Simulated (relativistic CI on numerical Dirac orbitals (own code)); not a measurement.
## How well does a small relativistic CI reproduce In3+?

Computed by Dirac-Coulomb-Breit CI, orbitals from a KLI potential per configuration, model QED (radiative potential, 1s self-energy scaled to tabulated hydrogen-like ionisation energies), valence Slater integrals scaled by 0.85, P86 correlation energy added to each configuration (own radial code, finite nucleus).

Configurations in the expansion (outside the closed core [Kr]): 4d¹⁰, 4d⁹5s, 4d⁹4f, 4d⁹5p, 4d⁹5d, 4d⁹6s, 4d⁸5s², 4d⁹6p, 4d⁸4f², 4d⁹6d, 4d⁸5s5p, 4d⁹5f, 4d⁹5g, 4d⁹6f, 4d⁹6g, 4d⁸5p². Levels of other configurations are missing.

```csv
Configuration,Term (tabulated),J,Measured (cm⁻¹),Computed,Error,Purity (%)
4d¹⁰,1S,0,0.0,0,0,100
4d⁹5s,3D,3,128641.4,136199,7558,100
4d⁹5s,3D,2,130879.2,138385,7506,74
4d⁹5s,3D,1,135791.4,143104,7312,100
4d⁹5s,1D,2,138662.1,146045,7383,74
4d⁹5p,3P°,2,193894.2,199912,6018,90
4d⁹5p,3F°,3,196599.7,202929,6329,59
4d⁹5p,3P°,1,200553.1,206129,5576,90
4d⁹5p,3F°,4,201051.4,206773,5722,100
4d⁹5p,3F°,2,202024.6,208050,6025,83
4d⁹5p,3P°,0,204947.6,210239,5292,100
4d⁹5p,1D°,2,205252.2,211376,6124,65
4d⁹5p,3D°,3,205848.9,211551,5702,70
4d⁹5p,1P°,1,208598.5,214895,6297,81
4d⁹5p,3D°,1,211546.8,217114,5568,74
4d⁹5p,3D°,2,212679.6,218298,5618,60
4d⁸5s²,3F,4,277340.2,288333,10993,88
4d⁸5s²,3F,3,283497.2,295140,11643,73
4d⁸5s²,3F,2,284985.4,296866,11881,62
4d⁹5d,3S,1,285946.9,288005,2058,79
4d⁹5d,3P,2,288732.1,291171,2439,71
4d⁹5d,3G,5,289432.9,291281,1848,100
4d⁹5d,3P,0,292068.6,294425,2357,96
4d⁹5d,3F,4,292221.8,294206,1984,69
4d⁹5d,3G,3,296394.7,298118,1724,72
4d⁹5d,3D,1,296723.8,298664,1940,75
4d⁸5s²,3P †,0,297850.5,310180,12329,92
4d⁸5s²,3P †,1,298619.5,310241,11621,96
4d⁹6s,3D,3,298643.9,300411,1767,100
4d⁹5d,3F,2,298925.8,300471,1545,73
4d⁸5s²,1G,4,302457.9,314165,11708,95
4d⁹6s,3D,1,305793.7,307351,1557,100
4d⁹5d,1S,0,309455.8,313568,4112,88
4d⁹6p,3P°,2,321515.5,322667,1151,86
4d⁹6p,3F°,4,323452.2,324852,1400,100
4d⁹6p,3D°,3,324925.2,326452,1527,80
4d⁹4f,3P°,0,327893.1,334343,6450,97
4d⁹4f,3P°,1,328547.4,334928,6381,89
4d⁹6p,3F°,2,328806.5,330251,1444,80
4d⁹4f,3P°,2,329640.5,335925,6285,65
4d⁹6p,3P°,0,329773.4,330669,896,98
4d⁹4f,3H°,6,330512.3,336681,6169,100
4d⁹6p,3D°,1,331368.5,332689,1320,84
4d⁹6p,3D°,2,331916.2,333271,1355,59
4d⁹4f,3D°,3,331945.4,338243,6298,61
4d⁹4f,3F°,4,332541.6,338765,6224,76
4d⁹4f,3G°,5,332819.1,339014,6195,76
```

Measured levels from measured levels as listed in Gamrath, thesis, University of Mons (2023); pairs were made by configuration, J and term (by order where the table uses no LS term), so strongly mixed levels may be paired wrongly.

Mean error by configuration (cm⁻¹): 4d⁹5s 7440; 4d⁹5p 5843; 4d⁸5s² 11556; 4d⁹5d 2223; 4d⁹6s 1662; 4d⁹6p 1299; 4d⁹4f 6286. Over the excited levels the mean absolute error is 4924 cm⁻¹ (46 of the 69 excited levels that our extract of the source holds in range could be paired, and the others can miss by more), and the median relative error of those above 1,000 cm⁻¹ is 1.9 %. † marks terms whose computed intervals miss the measured ones by more than a factor of 2.5, or configurations far off the rest, from wrong mixing, a near crossing or a doubtful label or measurement; they are left out of the means.
